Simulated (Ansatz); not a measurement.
```yaml
crystal:
  periodic: [false, false, false]
  atoms:
    - {symbol: F, position_ang: [-1.237108, -0.625929, 1.259149]}
    - {symbol: Sn, position_ang: [0.087675, 0.587476, 0.340017]}
    - {symbol: Cl, position_ang: [1.860986, -0.986333, 0.188110]}
    - {symbol: I, position_ang: [-0.902606, 0.987830, -1.916570]}
basis:
  gaussian: {orbitals: def2-mTZVP}
magnetization: {spin_polarized: true, initial_magnetization: 1}
hamiltonian: {xc: {name: B97}}
relax: {f_tol: 0.0001, max_steps: 3}
```

```sh
$ ansatz run in.yaml --threads 4 --pin off --events-out ev --progress --plain --max-ram 10444MiB
```

Problem. How does Ansatz answer? (Best estimate.)

Solution. The calculation gave: The run did not converge.
```
Functional definition: B97
1184 factors; integrals over basis functions are off by at most 3.2e-4 eV
mean field evaluation 1: about -29168.7757 eV, gradient 3.2e1 eV
mean field evaluation 2: about -29120.5626 eV, gradient 1.1e2 eV
mean field evaluation 4: about -29172.1569 eV, gradient 8.1e0 eV
mean field evaluation 8: about -29172.5051 eV, gradient 5.3e-1 eV
mean field evaluation 16: about -29172.5069 eV, gradient 3.7e-4 eV
mean field -29172.50685015 eV, -1072.0698529076 hartree, gradient 6.7e-6 eV, S^2 0.753089; 0 other end points of the search recorded, 0 dependent functions left out
reference -29172.50687461 eV, -1072.0698538066 hartree; 37, 36 occupied and 76, 77 virtual orbitals, 1184 factors
relax step   1: F+E_penalty+E_count = -29172.50685015 eV  Δ(F+E_penalty+E_count) = +0.000e0 eV  max|allowed force component| = 3.085e0 eV/Å  Δτ_max = 0.0000 Å  (35 SCF iters, accepted)
1184 factors; integrals over basis functions are off by at most 3.3e-4 eV
mean field -29172.87576009 eV, -1072.0834100978 hartree, gradient 1.2e-5 eV, S^2 0.755230; 0 other end points of the search recorded, 0 dependent functions left out
reference -29172.87578452 eV, -1072.0834109957 hartree; 37, 36 occupied and 76, 77 virtual orbitals, 1184 factors
relax step   2: F+E_penalty+E_count = -29172.87576009 eV  Δ(F+E_penalty+E_count) = -3.689e-1 eV  max|allowed force component| = 4.694e-1 eV/Å  Δτ_max = 0.1948 Å  (43 SCF iters, accepted)
1184 factors; integrals over basis functions are off by at most 3.2e-4 eV
mean field -29172.90600816 eV, -1072.0845216940 hartree, gradient 1.4e-5 eV, S^2 0.754869; 0 other end points of the search recorded, 0 dependent functions left out
reference -29172.90603272 eV, -1072.0845225967 hartree; 37, 36 occupied and 76, 77 virtual orbitals, 1184 factors
relax step   3: F+E_penalty+E_count = -29172.90600816 eV  Δ(F+E_penalty+E_count) = -3.025e-2 eV  max|allowed force component| = 1.602e-1 eV/Å  Δτ_max = 0.0791 Å  (35 SCF iters, accepted)
Error: geometry relaxation did not converge after 3 steps: max|allowed force component| = 1.60e-1 eV/Å (threshold 1.0e-4). Raise `relax.max_steps` over both its present limit and 3, loosen `relax.f_tol`, or start from a geometry closer to equilibrium. Where this run's directory can be resumed (`checkpoint.write`), a resume goes on for up to `relax.max_steps` more
```
